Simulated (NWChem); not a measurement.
Everything below was run with NWChem. System: CH₆N₂Si₂, charge 0, spin multiplicity 1, at a geometry optimised with PBE/def2-SVP. The structure started from a generated list of species. Level: RHF/def2-SVP.

Input file:

```
start mol
memory heap 200 mb stack 800 mb global 1000 mb
geometry units angstroms nocenter noautoz noautosym
  N      2.247828     0.398864     0.850426
  Si     0.907374    -0.229055    -0.053966
  C     -0.625361    -1.116595     0.747174
  N     -1.703398    -0.676206     0.173795
  Si    -1.124336     0.762830    -0.790292
  H      2.159392     1.177070     1.505179
  H      3.212680     0.257212     0.547624
  H      1.532214    -1.154056    -1.071323
  H     -0.692917    -1.938774     1.502334
  H     -1.591420     2.023771    -0.108944
  H     -1.641327     0.802895    -2.207854
end
basis spherical
  * library def2-svp
end
scf
  rhf
  nopen 0
  maxiter 100
  thresh 1e-7
  semidirect memsize 60000000 filesize 0
end
task scf energy
```

NWChem printed:

```
             Northwest Computational Chemistry Package (NWChem) 7.3.0
             --------------------------------------------------------

                                NWChem Input Module
                                -------------------

 Scaling coordinates for geometry "geometry" by  1.889725989
 (inverse scale =  0.529177249)

                             Geometry "geometry" -> ""
                             -------------------------

 Output coordinates in angstroms (scale by  1.889725989 to convert to a.u.)

  No.       Tag          Charge          X              Y              Z
 ---- ---------------- ---------- -------------- -------------- --------------
    1 N                    7.0000     2.24782800     0.39886400     0.85042600
    2 Si                  14.0000     0.90737400    -0.22905500    -0.05396600
    3 C                    6.0000    -0.62536100    -1.11659500     0.74717400
    4 N                    7.0000    -1.70339800    -0.67620600     0.17379500
    5 Si                  14.0000    -1.12433600     0.76283000    -0.79029200
    6 H                    1.0000     2.15939200     1.17707000     1.50517900
    7 H                    1.0000     3.21268000     0.25721200     0.54762400
    8 H                    1.0000     1.53221400    -1.15405600    -1.07132300
    9 H                    1.0000    -0.69291700    -1.93877400     1.50233400
   10 H                    1.0000    -1.59142000     2.02377100    -0.10894400
   11 H                    1.0000    -1.64132700     0.80289500    -2.20785400

 Effective nuclear repulsion energy (a.u.)     269.6769290852

            Nuclear Dipole moment (a.u.)
            ----------------------------
        X                 Y               Z
 ---------------- ---------------- ----------------
    -0.0000037795     0.0000075589    -0.0000094486


 Summary of "ao basis" -> "" (spherical)
 ------------------------------------------------------------------------------
       Tag                 Description            Shells   Functions and Types
 ---------------- ------------------------------  ------  ---------------------
[...]
 Vector   28  Occ=0.000000D+00  E= 1.105327D-01
              MO Center=  3.8D-02, -3.2D-01,  3.5D-01, r^2= 4.9D+00
   Bfn.  Coefficient  Atom+Function         Bfn.  Coefficient  Atom+Function
  ----- ------------  ---------------      ----- ------------  ---------------
     3      0.802699   1 N  s                27     -0.546764   2 Si pz
    90     -0.532323   8 H  s                26     -0.512570   2 Si py
    85     -0.367788   7 H  s                55      0.338752   4 N  pz
    54      0.261265   4 N  py               40     -0.250721   3 C  py
    80     -0.249115   6 H  s                52     -0.236529   4 N  pz

 Vector   29  Occ=0.000000D+00  E= 1.357935D-01
              MO Center= -4.5D-01,  7.1D-01, -6.9D-01, r^2= 5.1D+00
   Bfn.  Coefficient  Atom+Function         Bfn.  Coefficient  Atom+Function
  ----- ------------  ---------------      ----- ------------  ---------------
    72      0.834896   5 Si py               25      0.697077   2 Si px
    71      0.668136   5 Si px               64      0.642617   5 Si s
    49      0.623617   4 N  s               100     -0.593386  10 H  s
     3     -0.514411   1 N  s                27      0.274758   2 Si pz
    18     -0.235966   2 Si s                80      0.234634   6 H  s

 Vector   30  Occ=0.000000D+00  E= 1.454917D-01
              MO Center= -3.3D-01,  1.5D-01, -4.4D-02, r^2= 5.9D+00
   Bfn.  Coefficient  Atom+Function         Bfn.  Coefficient  Atom+Function
  ----- ------------  ---------------      ----- ------------  ---------------
    73      0.882978   5 Si pz              105      0.714054  11 H  s
     3     -0.618203   1 N  s               100     -0.533464  10 H  s
    18      0.473375   2 Si s                35     -0.419061   3 C  s
    85      0.368742   7 H  s                41     -0.357498   3 C  pz
    40     -0.338504   3 C  py               71     -0.296722   5 Si px

 center of mass
 --------------
 x =  -0.05462495 y =  -0.02171435 z =  -0.00265095

 moments of inertia (a.u.)
 ------------------
         351.547266198342         -20.041108632920        -166.672406446877
         -20.041108632920         869.045848231728          89.990297247479
        -166.672406446877          89.990297247479         893.870904843830

  Mulliken analysis of the total density
  --------------------------------------

    Atom       Charge   Shell Charges
 -----------   ------   -------------------------------------------------------
    1 N    7     7.57   1.99  0.93  0.52  2.41  1.71  0.01
    2 Si  14    13.35   2.00  1.99  0.93  0.17  5.94  1.17  0.83  0.31
    3 C    6     6.14   1.99  0.91  0.37  1.89  0.92  0.06
    4 N    7     7.50   1.99  1.02  0.68  2.24  1.55  0.03
    5 Si  14    13.45   2.00  1.99  0.97  0.20  5.94  1.19  0.92  0.25
    6 H    1     0.84   0.70  0.10  0.05
    7 H    1     0.83   0.69  0.09  0.05
    8 H    1     1.12   0.74  0.37  0.01
    9 H    1     0.94   0.75  0.17  0.02
   10 H    1     1.13   0.74  0.39  0.01
   11 H    1     1.14   0.73  0.39  0.01

       Multipole analysis of the density wrt the origin
       ------------------------------------------------

     L   x y z        total         open         nuclear
     -   - - -        -----         ----         -------
     0   0 0 0     -0.000000      0.000000     54.000000

     1   1 0 0      1.409505      0.000000     -0.000004
     1   0 1 0      0.555778      0.000000      0.000008
     1   0 0 1      0.150308      0.000000     -0.000009

     2   2 0 0    -35.621274      0.000000    393.851344
     2   1 1 0      0.035418      0.000000      7.199870
     2   1 0 1      1.121507      0.000000     94.218901
     2   0 2 0    -34.003906      0.000000    114.127744
     2   0 1 1      0.220622      0.000000    -48.130234
     2   0 0 2    -33.897267      0.000000    100.935900

 Task  times  cpu:        5.7s     wall:        5.7s

 Total times  cpu:        5.7s     wall:        5.7s
```
